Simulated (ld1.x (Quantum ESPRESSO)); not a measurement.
## Before and after: TM semilocal potential for H

ld1.x (Quantum ESPRESSO) 7.5 input, shortened:

```
&input
   title='H', zed=1., rel=0, dft='PZ', iswitch=3,
   config='1s1 2p-2'
 /
 &inputp
   pseudotype=1, tm=.true., lloc=0,
   nlcc=.false.
 /
2
2P  2  1  -2.00   0.05  0.80  0.80  0.0
1S  1  0   1.00   0.00  0.80  0.80  0.0
 &test
   configts(1)='1s1'
 /
```

All-electron outer shells of the reference configuration (LDA (PZ), non-relativistic, ld1.x):

```tsv
shell	level (eV)	outermost node (bohr)	outermost maximum (bohr)
1s	-6.36	–	1.05
```

Change: all radii scaled by about 0.85 (s 0.68, p 0.68 bohr).

Cutoffs: the cutoffs (Ry, on a coarse ladder) from which the occupation-weighted sum of valence levels, in a spherical-Bessel basis at the reference potential, stays within 10 and 1 mRy of its value at 400 Ry; they do not see the model core or the augmentation charge, which bear on the density cutoff. Errors are all-electron minus pseudo energies relative to the spin-unpolarised reference configuration.

Q: What does the change do?

A: The potential gets harder (30 Ry and 60 Ry → 35 Ry and 80 Ry); of the 3 tests that both files solve, the error grows in 0 and shrinks in 1 by more than 15 % and 0.3 meV (median size 0.3 → 0.2 meV); neither file shows a bound ghost. A smaller radius makes the pseudo-wave follow the all-electron one further in, where it bends more sharply, so more plane waves are needed. A semilocal file is local in each channel, so a ghost entry of none says nothing of the separable form that plane-wave codes build from it.

| quantity | base | changed |
| --- | --- | --- |
| cutoff, loose | 30 Ry | 35 Ry |
| cutoff, tight | 60 Ry | 80 Ry |
| bound ghosts | none | none |
| error for 1s0.5, meV [ΔE 4.64 eV] | +0.1 | +0.1 |
| error for 1s1 (spin-polarised), meV [ΔE -0.90 eV] | -0.8 | -0.4 |
| error for 1s0.5 (spin-polarised), meV [ΔE 4.26 eV] | -0.3 | -0.2 |
